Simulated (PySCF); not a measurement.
Correlation energy of As+ (arsenic, charge +1)

[Ar] 3d10 4s2 4p2, high-spin 3P determinant. All numbers are calculated (PySCF 2.14, the non-relativistic Hamiltonian (point nucleus), in def2-QZVPPD). Frozen: [Ar] 3d10; 4 electrons correlated.

```json
{"level": "CCSD", "correlation energy (mhartree)": "-72.38"}
{"level": "(T)", "correlation energy (mhartree)": "-1.93"}
{"level": "CCSD(T)", "correlation energy (mhartree)": "-74.31"}
```

Diagnostics: T1 = 0.0081, D1 = 0.0206, largest double amplitude 0.094.

Cost of the coupled-cluster step: roughly 25 core-seconds, for 4 correlated electrons.

Iterations:

```
CC2 = 0
CCSD nocc = (np.int64(3), np.int64(1)), nmo = (81, 81)
frozen orbitals [[0, 1, 2, 3, 4, 5, 6, 7, 8, 9, 10, 11, 12, 13], [0, 1, 2, 3, 4, 5, 6, 7, 8, 9, 10, 11, 12, 13]]
max_cycle = 100
direct = 0
conv_tol = 1e-08
conv_tol_normt = 1e-06
diis_space = 8
diis_start_cycle = 0
Init t2, MP2 energy = -0.0581759664658323
Init E_corr(UCCSD) = -0.0581759664953923
cycle = 1  E_corr(UCCSD) = -0.0680405706156263  dE = -0.00986460412  norm(t1,t2) = 0.0421588
cycle = 2  E_corr(UCCSD) = -0.0707658194232528  dE = -0.00272524881  norm(t1,t2) = 0.0160088
cycle = 3  E_corr(UCCSD) = -0.0723858324602568  dE = -0.00162001304  norm(t1,t2) = 0.00719891
cycle = 4  E_corr(UCCSD) = -0.0723689756890766  dE = 1.68567712e-05  norm(t1,t2) = 0.00118536
cycle = 5  E_corr(UCCSD) = -0.0723765260737111  dE = -7.55038463e-06  norm(t1,t2) = 0.00015401
cycle = 6  E_corr(UCCSD) = -0.072374462371344  dE = 2.06370237e-06  norm(t1,t2) = 2.7161e-05
cycle = 7  E_corr(UCCSD) = -0.0723752937757937  dE = -8.3140445e-07  norm(t1,t2) = 4.55288e-06
cycle = 8  E_corr(UCCSD) = -0.0723751187991561  dE = 1.74976638e-07  norm(t1,t2) = 8.78942e-07
cycle = 9  E_corr(UCCSD) = -0.0723751347810477  dE = -1.59818917e-08  norm(t1,t2) = 1.63732e-07
cycle = 10  E_corr(UCCSD) = -0.0723751376018843  dE = -2.82083656e-09  norm(t1,t2) = 3.76454e-08
UCCSD converged
E(UCCSD) = -2233.964760713416  E_corr = -0.07237513760188431
UCCSD(T) correction = -0.00193046844674661
```
